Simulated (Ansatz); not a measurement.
Isolated molecules relaxed with PBE0-D4/def2-TZVP in Ansatz; ΔE leaves out vibrations. CBS: MP2 limit from def2 TZ/QZ plus the TZ coupled-cluster correction, frozen cores. This one scheme is used for every species. DFT in def2-TZVPP. For Ge outer-core shells are correlated without core-valence functions, which leaves a few kJ/mol of doubt a bond. Scalar relativity is left out up to krypton. Each species was taken in one conformer, which may not be the lowest.

`[CH3][GeH]([F])[SH]` + CH₃OH → `C[O][GeH]([CH3])[SH]` + H–F  (ligand exchange at a Ge–F bond)

`[CH3][GeH]([F])[SH]`:

```xyz
9

C    -0.316    0.913   -0.749
Ge    0.613   -0.577    0.062
F     1.872    0.138    1.038
S    -0.685   -1.793    1.369
H    -1.125    0.550   -1.383
H    -0.730    1.552    0.031
H     0.383    1.496   -1.350
H     1.324   -1.550   -0.888
H    -1.335   -0.729    1.870
```

CH₃OH:

Cartesian coordinates in Å:
```
C -0.187 -0.303 0.004
O 0.962 0.512 -0.005
H 0.156 -1.338 0.016
H -0.807 -0.161 -0.890
H -0.809 -0.140 0.893
H 0.684 1.430 -0.017
```

`C[O][GeH]([CH3])[SH]`:

Z-matrix (Å, degrees):
```
C
O 1 1.407
H 1 1.097 2 112.0
H 1 1.092 2 108.0 3 -119.2
H 1 1.098 2 112.1 3 122.0
Ge 2 1.779 1 119.4 3 -54.7
S 6 2.227 2 109.9 1 58.7
C 6 1.942 2 111.2 1 -58.5
H 6 1.534 2 103.0 1 177.3
H 7 1.343 6 94.1 2 65.8
H 8 1.091 6 110.3 2 65.6
H 8 1.091 6 110.0 2 -174.5
H 8 1.091 6 109.7 2 -54.5
```

H–F:

```xyz
2

F    -0.328   -0.159    0.281
H     0.328    0.159   -0.281
```

| level | ΔE (eV) |
| --- | --- |
| PBE-D4 | 0.33 |
| r2SCAN | 0.38 |
| MP2/CBS(def2) | 0.22 |
| CCSD/CBS(def2) | 0.30 |

(1) What does CCSD(T)/CBS give? (Estimate.)

Largest T1 diagnostic among the species: 0.011.

Answers

(1) Ansatz gave: +0.27 eV. The listed levels differ from it by 0.06, 0.11, -0.05, 0.03 eV.

The D4 term adds −0.12 eV with B3LYP and −0.07 eV with PBE0; it sums over pairs of atoms, weighted by their polarisabilities, and B3LYP, whose exchange is more repulsive, gets the larger term. In def2-TZVPP, CCSD(T) changes the Hartree–Fock value by −0.23 eV (the triples alone add −0.03 eV) and MP2 by −0.27 eV.

B3LYP here is the variant with VWN-RPA as its local correlation; programs differ in this.
